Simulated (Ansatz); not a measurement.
Isolated molecules relaxed with PBE0-D4/def2-TZVP in Ansatz; ΔE leaves out vibrations. CCSD(T)/CBS adds triple-zeta CCSD(T) − MP2 to the extrapolated MP2 energy (def2 sets, frozen cores). This one scheme is used for every species. Functionals use def2-TZVPP. HSE06 is defined as in plane-wave codes. For Ga outer-core shells are correlated without core-valence functions, which leaves a few kJ/mol of doubt a bond. Scalar relativity is left out up to krypton. One conformer a species, not always the lowest.

Reaction (ligand exchange at a Ga–O bond): `[OH][GaH][O][SiH3]` + H₂S → `[OH][GaH][SH]` + silanol

`[OH][GaH][O][SiH3]`:

Cartesian coordinates in Å:
```
O 2.063 1.012 -0.453
Ga 1.564 -0.675 -0.194
O -0.172 -0.932 0.126
Si -1.515 -0.020 0.257
H 1.341 1.643 -0.394
H 2.545 -1.859 -0.239
H -1.196 1.430 0.076
H -2.506 -0.407 -0.781
H -2.125 -0.193 1.602
```

H₂S:

```xyz
3

S    -0.489   -0.291   -0.246
H    -0.087   -0.048    1.011
H     0.576    0.339   -0.765
```

`[OH][GaH][SH]`:

Z-matrix (Å, degrees):
```
Ga
S 1 2.188
O 1 1.786 2 112.6
H 1 1.554 2 124.3 3 180.0
H 2 1.345 1 92.3 3 -0.0
H 3 0.959 1 114.2 2 179.9
```

`O[SiH3]`:

Z-matrix (Å, degrees):
```
Si
O 1 1.648
H 1 1.489 2 111.7
H 1 1.489 2 111.7 3 120.9
H 1 1.481 2 105.9 3 -119.6
H 2 0.957 1 117.9 3 -60.5
```

```tsv
level	ΔE (kJ/mol)
HSE06-D4	-20.5
PBE	-22.9
BLYP	-14.5
CCSD(T)/def2-TZVPP	-7.3
```

Question: What does CCSD(T)/CBS give? (Best estimate.)

Answer: Ansatz gave: -11.9 kJ/mol. The listed levels differ from it by -8.6, -11.0, -2.6, 4.6 kJ/mol.

Largest T1 diagnostic among the species: 0.014.

The D4 term adds +3.2 kJ/mol with B3LYP and +2.0 kJ/mol with PBE0; it sums over pairs of atoms, weighted by their polarisabilities, and B3LYP, whose exchange is more repulsive, gets the larger term. Leaving LDA and LC-ωPBE aside and taking each functional with its dispersion term where it has one, the values, not all of them listed here, spread over 13.6 kJ/mol, from PBE-D4 to CAM-B3LYP-D4. At CCSD(T), def2-SVP lies +12.6 kJ/mol from the extrapolated value and def2-TZVPP +4.6 kJ/mol.

CCSD(T)/CBS has its own doubt, a few kJ/mol and more with outer-core shells, so smaller differences from it don't rank the levels.

B3LYP here is the variant with VWN-RPA as its local correlation; programs differ in this.
